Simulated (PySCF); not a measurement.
One of the candidates below gave these computed data.

| technique | computed result |
| --- | --- |
| 1H NMR | chemical shifts (computed TMS as zero) by class: 1.78 (2 H), 1.61 (2 H), 1.08 (6 H) ppm [GIAO PBE0/pcSseg-1] |
| 13C NMR | chemical shifts (computed TMS as zero) by class: 173.8 (1 C), 97.9 (1 C), 36.0 (2 C), 9.4 (2 C) ppm [GIAO PBE0/pcSseg-1] |
| NMR, other nuclei | isotropic shieldings of nuclei other than C and H, by class: -101 (1 O), 119 (1 F), 384 (1 F) ppm [GIAO PBE0/pcSseg-1] |
| Rotational structure | rotational constants A, B, C: 1.902, 1.460, 1.196 GHz [PBE0-D3(BJ)/def2-SVP] |
| UV, strongest line | among the 10 lowest singlet transitions: S7 at 9.29 eV (133 nm, f = 0.046) [TDDFT CAM-B3LYP/def2-SVPD] |
| Dipole | 2.63 D [CAM-B3LYP/def2-SVPD] |

The electronic properties come from PySCF, for the isolated species, density fitting. Levels stand in brackets. The structure is a single PBE0-D3(BJ)/def2-SVP conformer in the gas phase; no vibrational or solvent corrections. Each NMR value is the plain mean over a class of atoms that symmetry, rotation or inversion makes alike.

Question: Which candidate is it?
A. `O=C(F)c1ccc(O)cc1`
B. `CCC(F)(CC)C(=O)F`
C. `F[C@@H]1CCOC[C@@H](F)C1`

Answer: B. It is `CCC(F)(CC)C(=O)F`. Numbering: `[CH3:1][CH2:2][C:3]([F:4])([CH2:5][CH3:6])[C:7](=[O:8])[F:9]`. Its formula, C6H10F2O, gives 1 degree of unsaturation: 0 rings and 1 π bond in the structure found. 6 carbons fall into 4 classes; from least to most shielded: acyl halide carbon [C7] (173.8 ppm), sp3 C–F carbon [C3] (97.9 ppm), chain CH2 carbon [C2/C5] (36.0 ppm, 2 C), methyl carbon [C1/C6] (9.4 ppm, 2 C). Hydrogen classes from least to most shielded: 2 H on 2 chain CH2 carbons, C2/C5 (1.78 ppm), 2 H on 2 chain CH2 carbons, C2/C5 (1.61 ppm), 6 H on 2 methyl carbons, C1/C6 (1.08 ppm, a mean of values up to 0.7 ppm apart in this geometry). The other shieldings belong to: -101 ppm, carbonyl oxygen [O8]; 119 ppm, acyl fluorine [F9]; 384 ppm, alkyl fluorine [F4]. By its constants the optimised geometry is an asymmetric top.

The others, at the same levels:
- `F[C@@H]1CCOC[C@@H](F)C1` fails: its computed strongest line among the 10 lowest singlet transitions is S3 at 8.34 eV (149 nm, f = 0.055) (against S7 at 9.29 eV), rotational constant A is 2.217 GHz (against 1.902 GHz) and smallest rotational constant is 1.095 GHz (against 1.196 GHz).
- `O=C(F)c1ccc(O)cc1` fails: it has 5 hydrogens where the 1H data count 10; its computed 13C shifts are 167.1 (1 C), 162.5 (1 C), 141.0 (2 C), 121.2 (1 C), 118.4 (2 C) ppm, 1H shifts are 8.18 (2 H), 6.85 (2 H), 4.41 (1 H) ppm and strongest line among the 10 lowest singlet transitions is S6 at 6.85 eV (181 nm, f = 0.562) (against S7 at 9.29 eV).

Each candidate is one conformer, not necessarily the lowest. Dipoles, sizes and rotational constants follow the conformer. The torsions of the flexible species, by atom-mapped SMILES:
- `[CH3:1][CH2:2][C:3]([F:4])([CH2:5][CH3:6])[C:7](=[O:8])[F:9]`: C1–C2–C3–F4 -56°, C2–C3–C5–C6 176°, C2–C3–C7–O8 64°
- `[O:1]=[C:2]([F:3])[c:4]1[cH:5][cH:6][c:7]([OH:8])[cH:9][cH:10]1`: O1–C2–C4–C5 180°, H–O8–C7–C6 180°

The conformers of `F[C@@H]1CCOC[C@@H](F)C1` aren't listed.
